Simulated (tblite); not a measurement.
Record of a relaxation.

Species: C5H15AsOSi.
SMILES with atom numbers: `[CH3:1][CH:2]([CH3:3])[O:4][CH2:5][Si@@H:6]([CH3:7])[AsH2:8]` (hydrogens: H9, H10, H11 on C1; H12 on C2; H13, H14, H15 on C3; H16, H17 on C5; H18 on Si6; H19, H20, H21 on C7; H22, H23 on As8)

Computed with GFN2-xTB (tblite), gas phase: L-BFGS steps from a force-field or distance-geometry start until the largest atomic force falls under 0.01 eV/Å. 9 of its 174 geometries are shown.

Step 0: E = -719.7166 eV, largest atomic force 2.730 eV/Å
```
atom  x, y, z in Å  |  force x, y, z in eV/Å
C1     -2.724    0.932   -0.361   -1.433   1.449  -1.606
C2     -1.911   -0.257   -0.027   -0.353  -2.018  -1.216
C3     -2.669   -1.148    0.939   -1.351   0.237   0.716
O4     -0.611    0.005    0.360    0.557   0.685   0.899
C5      0.355   -0.545   -0.460    0.434  -0.079  -1.180
Si6     1.994   -0.051    0.271    1.044   0.531   1.582
C7      3.429   -0.651   -0.743    1.523  -0.563  -0.482
As8     2.109    2.229    0.699   -2.574   0.675   0.611
H9     -2.899    1.645    0.449    0.309  -0.290  -0.050
H10    -3.736    0.563   -0.705    0.976   0.526   0.264
H11    -2.276    1.476   -1.234   -0.312  -0.256   0.822
H12    -1.821   -0.880   -0.959   -0.270   0.436   0.118
H13    -3.761   -0.920    0.794    0.912  -0.529   0.220
H14    -2.440   -0.859    1.974    0.089  -0.381  -0.300
H15    -2.511   -2.213    0.742    0.101   0.337   0.363
H16     0.297   -1.643   -0.530   -0.241   0.088   0.005
H17     0.304   -0.146   -1.504   -0.296  -0.225   0.337
H18     2.088   -0.762    1.577   -0.099   0.141  -0.116
H19     4.356   -0.663   -0.101   -0.922  -0.087  -0.729
H20     3.264   -1.682   -1.130    0.375   0.883   0.044
H21     3.633    0.069   -1.562   -0.059  -0.748   0.257
H22     2.901    2.469    2.012    0.636  -0.234  -1.084
H23     2.623    3.060   -0.492    0.953  -0.578   0.526
```

Step 22: E = -721.1878 eV, largest atomic force 0.150 eV/Å
```
atom  x, y, z in Å  |  force x, y, z in eV/Å
C1     -2.732    0.985   -0.414   -0.046   0.029  -0.008
C2     -1.977   -0.311   -0.134    0.056  -0.030  -0.014
C3     -2.657   -1.142    0.959   -0.038   0.034   0.016
O4     -0.654    0.021    0.277    0.137   0.043   0.042
C5      0.390   -0.540   -0.486    0.063  -0.053  -0.062
Si6     2.001    0.018    0.386    0.007  -0.090  -0.024
C7      3.453   -0.578   -0.714    0.110  -0.065  -0.076
As8     1.712    2.295    0.776    0.006  -0.068   0.008
H9     -2.788    1.573    0.498    0.009   0.041  -0.009
H10    -3.738    0.771   -0.766    0.008   0.004   0.002
H11    -2.207    1.562   -1.175   -0.022  -0.005   0.073
H12    -1.921   -0.899   -1.059   -0.031  -0.005  -0.041
H13    -3.738   -1.071    0.868   -0.002  -0.042  -0.024
H14    -2.362   -0.754    1.931   -0.014   0.004  -0.009
H15    -2.370   -2.190    0.897    0.048   0.075   0.022
H16     0.308   -1.632   -0.522   -0.044  -0.021   0.010
H17     0.342   -0.174   -1.524   -0.002  -0.046   0.020
H18     2.118   -0.729    1.657   -0.057  -0.030  -0.027
H19     4.386   -0.617   -0.159   -0.020   0.063   0.076
H20     3.274   -1.579   -1.097   -0.038  -0.048   0.028
H21     3.629    0.056   -1.579   -0.088   0.118   0.023
H22     2.875    2.301    1.739   -0.044   0.066  -0.110
H23     2.650    2.660   -0.349    0.000   0.028   0.085
```

Step 43: E = -721.2982 eV, largest atomic force 0.150 eV/Å
```
atom  x, y, z in Å  |  force x, y, z in eV/Å
C1     -2.690    1.109   -0.350   -0.013  -0.041   0.057
C2     -1.944   -0.214   -0.185   -0.019   0.070  -0.025
C3     -2.529   -1.046    0.961    0.053   0.027  -0.058
O4     -0.583    0.101    0.069   -0.045   0.016  -0.013
C5      0.387   -0.727   -0.542   -0.046  -0.004   0.009
Si6     1.964   -0.176    0.383    0.119  -0.091  -0.002
C7      3.514   -0.523   -0.689   -0.059   0.023   0.016
As8     1.469    2.059    0.765    0.027   0.032   0.090
H9     -2.727    1.621    0.607    0.011   0.059  -0.007
H10    -3.701    0.930   -0.702   -0.024   0.018   0.000
H11    -2.163    1.742   -1.062   -0.047  -0.046   0.027
H12    -2.014   -0.780   -1.126    0.046  -0.035   0.013
H13    -3.560   -1.302    0.742   -0.048   0.013   0.024
H14    -2.481   -0.479    1.887   -0.038   0.063  -0.010
H15    -1.966   -1.963    1.109    0.060  -0.043  -0.093
H16     0.152   -1.782   -0.392   -0.009  -0.074   0.019
H17     0.419   -0.541   -1.621   -0.044  -0.031  -0.100
H18     1.963   -1.028    1.587    0.128  -0.009   0.077
H19     4.426   -0.359   -0.121   -0.066   0.010  -0.017
H20     3.548   -1.534   -1.088   -0.026   0.037   0.053
H21     3.518    0.166   -1.531    0.080  -0.042  -0.009
H22     2.646    2.273    1.691   -0.023  -0.018  -0.076
H23     2.348    2.482   -0.382   -0.017   0.065   0.023
```

Step 65: E = -721.3589 eV, largest atomic force 0.117 eV/Å
```
atom  x, y, z in Å  |  force x, y, z in eV/Å
C1     -2.716    1.168   -0.340   -0.004   0.017   0.000
C2     -1.956   -0.151   -0.268    0.028  -0.005  -0.014
C3     -2.481   -1.022    0.877    0.024   0.009  -0.002
O4     -0.584    0.171   -0.080    0.032   0.010   0.028
C5      0.368   -0.801   -0.476    0.007  -0.040   0.010
Si6     1.985   -0.214    0.379   -0.004   0.055   0.052
C7      3.531   -0.522   -0.705   -0.005   0.023   0.008
As8     1.420    1.969    0.959    0.002  -0.033   0.024
H9     -2.621    1.697    0.604    0.025   0.002   0.036
H10    -3.767    0.985   -0.545   -0.010   0.002  -0.005
H11    -2.300    1.795   -1.123   -0.004  -0.009  -0.033
H12    -2.069   -0.686   -1.224    0.035  -0.052  -0.016
H13    -3.500   -1.354    0.687    0.067   0.076  -0.058
H14    -2.464   -0.444    1.799    0.023  -0.048   0.011
H15    -1.854   -1.903    1.007   -0.016   0.016   0.006
H16     0.084   -1.796   -0.126   -0.038  -0.046   0.018
H17     0.438   -0.853   -1.571   -0.059   0.044  -0.004
H18     2.157   -1.061    1.584   -0.013  -0.020  -0.011
H19     4.421   -0.272   -0.135   -0.002   0.008  -0.006
H20     3.629   -1.555   -1.025   -0.041   0.010   0.009
H21     3.529    0.104   -1.593   -0.019   0.001  -0.024
H22     2.755    2.207    1.623   -0.011   0.028  -0.014
H23     1.990    2.567   -0.296   -0.017  -0.051  -0.015
```

Step 86: E = -721.3893 eV, largest atomic force 0.068 eV/Å
```
atom  x, y, z in Å  |  force x, y, z in eV/Å
C1     -2.661    1.197   -0.357   -0.014   0.047   0.013
C2     -1.901   -0.122   -0.299   -0.022   0.043  -0.014
C3     -2.447   -1.017    0.816    0.011   0.040  -0.026
O4     -0.539    0.192   -0.064   -0.010  -0.047   0.029
C5      0.391   -0.827   -0.385    0.010  -0.011  -0.033
Si6     2.001   -0.258    0.491    0.001  -0.054   0.030
C7      3.471   -0.492   -0.703   -0.002  -0.006   0.002
As8     1.385    1.899    1.091    0.006   0.019  -0.010
H9     -2.470    1.759    0.553    0.014   0.009   0.032
H10    -3.729    1.015   -0.448    0.006  -0.004  -0.022
H11    -2.326    1.792   -1.203    0.015  -0.012   0.000
H12    -1.986   -0.634   -1.273    0.002  -0.057   0.037
H13    -3.488   -1.267    0.631   -0.007   0.007  -0.015
H14    -2.365   -0.487    1.762   -0.024  -0.012   0.025
H15    -1.875   -1.938    0.886   -0.033  -0.027   0.005
H16     0.060   -1.800   -0.011   -0.002   0.031  -0.007
H17     0.480   -0.911   -1.475    0.022  -0.031  -0.019
H18     2.210   -1.182    1.635    0.012   0.055  -0.030
H19     4.398   -0.187   -0.230    0.031   0.014   0.021
H20     3.583   -1.527   -1.012    0.014  -0.013  -0.014
H21     3.344    0.111   -1.598    0.008   0.014  -0.033
H22     2.787    2.295    1.489    0.000   0.010   0.004
H23     1.673    2.416   -0.288   -0.038  -0.017   0.024
```

Step 108: E = -721.4062 eV, largest atomic force 0.050 eV/Å
```
atom  x, y, z in Å  |  force x, y, z in eV/Å
C1     -2.578    1.226   -0.347   -0.010   0.015  -0.019
C2     -1.885   -0.129   -0.279   -0.010  -0.025   0.001
C3     -2.510   -0.999    0.811   -0.014  -0.028   0.036
O4     -0.517    0.125   -0.011   -0.004   0.010   0.008
C5      0.408   -0.887   -0.364   -0.001  -0.003   0.013
Si6     2.029   -0.287    0.480    0.021   0.004  -0.021
C7      3.502   -0.458   -0.726    0.010   0.005  -0.010
As8     1.328    1.824    1.153    0.014   0.028  -0.030
H9     -2.383    1.770    0.574    0.002   0.006   0.003
H10    -3.649    1.096   -0.473   -0.024   0.008   0.004
H11    -2.191    1.804   -1.180    0.034   0.035  -0.011
H12    -1.972   -0.640   -1.251    0.016  -0.020  -0.029
H13    -3.559   -1.183    0.590    0.026  -0.002   0.002
H14    -2.432   -0.486    1.767   -0.007  -0.004   0.011
H15    -1.999   -1.956    0.891   -0.007   0.003  -0.016
H16     0.088   -1.862    0.015    0.006  -0.005   0.002
H17     0.478   -0.966   -1.458   -0.008  -0.016   0.013
H18     2.302   -1.197    1.618   -0.005  -0.015  -0.009
H19     4.416   -0.112   -0.251   -0.022  -0.004   0.003
H20     3.661   -1.489   -1.031   -0.001   0.010   0.001
H21     3.357    0.135   -1.626   -0.020   0.001   0.018
H22     2.730    2.348    1.360    0.008   0.004   0.012
H23     1.373    2.348   -0.249   -0.003  -0.008   0.018
```

Step 130: E = -721.4102 eV, largest atomic force 0.037 eV/Å
```
atom  x, y, z in Å  |  force x, y, z in eV/Å
C1     -2.544    1.238   -0.355    0.006  -0.001  -0.005
C2     -1.883   -0.133   -0.274   -0.004   0.003  -0.005
C3     -2.536   -1.009    0.797    0.006   0.015  -0.004
O4     -0.517    0.105    0.019   -0.014  -0.010   0.004
C5      0.400   -0.922   -0.310   -0.020   0.006  -0.008
Si6     2.033   -0.293    0.486   -0.007   0.000   0.004
C7      3.484   -0.424   -0.746    0.020  -0.002  -0.019
As8     1.341    1.821    1.157   -0.002   0.008   0.036
H9     -2.375    1.775    0.577   -0.006  -0.033   0.014
H10    -3.612    1.142   -0.531    0.010   0.002  -0.005
H11    -2.094    1.811   -1.162   -0.027   0.020  -0.008
H12    -1.961   -0.639   -1.251    0.031   0.009   0.006
H13    -3.586   -1.166    0.565    0.004   0.006   0.004
H14    -2.449   -0.523    1.766   -0.013   0.015   0.006
H15    -2.045   -1.978    0.854   -0.013  -0.006  -0.003
H16     0.083   -1.881    0.110    0.018  -0.005   0.002
H17     0.450   -1.040   -1.400    0.008  -0.019  -0.003
H18     2.343   -1.211    1.605    0.013  -0.008   0.030
H19     4.394   -0.062   -0.278    0.016   0.008   0.005
H20     3.664   -1.445   -1.067   -0.002  -0.021  -0.010
H21     3.312    0.178   -1.635   -0.019   0.014  -0.013
H22     2.748    2.351    1.331   -0.025  -0.009  -0.010
H23     1.345    2.331   -0.248    0.021   0.007  -0.018
```

Step 151: E = -721.4165 eV, largest atomic force 0.021 eV/Å
```
atom  x, y, z in Å  |  force x, y, z in eV/Å
C1     -2.503    1.246   -0.364    0.000   0.013  -0.009
C2     -1.859   -0.134   -0.287   -0.012   0.005   0.007
C3     -2.581   -1.010    0.738   -0.011  -0.010   0.009
O4     -0.504    0.077    0.067   -0.004   0.008  -0.004
C5      0.400   -0.984   -0.177    0.010  -0.002   0.009
Si6     2.059   -0.300    0.520    0.005   0.008  -0.008
C7      3.434   -0.370   -0.806    0.001  -0.005  -0.011
As8     1.360    1.821    1.167   -0.006  -0.020  -0.003
H9     -2.412    1.738    0.602    0.006  -0.009   0.001
H10    -3.554    1.163   -0.629    0.012  -0.005  -0.001
H11    -1.994    1.854   -1.107    0.011   0.000  -0.007
H12    -1.898   -0.621   -1.277    0.008   0.005   0.008
H13    -3.634   -1.090    0.482    0.001  -0.002  -0.006
H14    -2.488   -0.561    1.725    0.001  -0.006   0.002
H15    -2.159   -2.012    0.769    0.013   0.002   0.000
H16     0.089   -1.894    0.346   -0.009  -0.006   0.012
H17     0.429   -1.218   -1.248    0.005   0.014  -0.014
H18     2.479   -1.201    1.618    0.000   0.005   0.011
H19     4.361    0.017   -0.390   -0.008  -0.003  -0.009
H20     3.628   -1.378   -1.159   -0.007  -0.008   0.005
H21     3.182    0.243   -1.668   -0.006  -0.002   0.001
H22     2.769    2.342    1.340   -0.007   0.001   0.007
H23     1.390    2.299   -0.250   -0.002   0.017   0.001
```

Step 173: E = -721.4193 eV, largest atomic force 0.009 eV/Å
```
atom  x, y, z in Å  |  force x, y, z in eV/Å
C1     -2.467    1.252   -0.373    0.000  -0.001   0.000
C2     -1.838   -0.134   -0.291    0.003   0.000  -0.001
C3     -2.590   -1.020    0.703   -0.001   0.002  -0.002
O4     -0.492    0.069    0.098    0.001   0.001   0.003
C5      0.409   -1.004   -0.102    0.000   0.001   0.003
Si6     2.075   -0.284    0.538    0.002  -0.005   0.003
C7      3.383   -0.370   -0.854   -0.002   0.000   0.000
As8     1.345    1.825    1.188    0.003   0.002   0.008
H9     -2.408    1.728    0.604   -0.001   0.000   0.001
H10    -3.506    1.184   -0.681   -0.003  -0.002   0.000
H11    -1.920    1.865   -1.085    0.001  -0.001  -0.001
H12    -1.852   -0.610   -1.287    0.000  -0.001  -0.002
H13    -3.638   -1.084    0.422   -0.004  -0.004   0.000
H14    -2.513   -0.593    1.700   -0.004   0.000  -0.001
H15    -2.177   -2.026    0.721    0.002   0.003   0.002
H16     0.101   -1.887    0.467   -0.003  -0.001  -0.003
H17     0.430   -1.286   -1.162    0.000   0.002   0.001
H18     2.552   -1.156    1.635   -0.002   0.001  -0.003
H19     4.330    0.027   -0.501   -0.001   0.000  -0.002
H20     3.556   -1.386   -1.195    0.004   0.002  -0.001
H21     3.078    0.223   -1.713    0.000  -0.003  -0.002
H22     2.742    2.362    1.399    0.003   0.001  -0.001
H23     1.395    2.332   -0.218    0.001   0.001  -0.003
```

Task: Summarise the path.

Result: The energy falls by 39.27 kcal/mol from step 0 to step 173; nine tenths of that is first reached at step 33. It falls at every step. The largest force goes from 2.730 to 0.009 eV/Å. Among the bonds C5–Si6 changes most, from 1.861 to 1.925 Å; the atoms move by 0.667 Å rms after alignment.

The cost below is that of the whole relaxation. On one thread of an Arm Neoverse N1, shared host with 64 logical CPUs at a one-minute load of 60, this took 3.0 s.
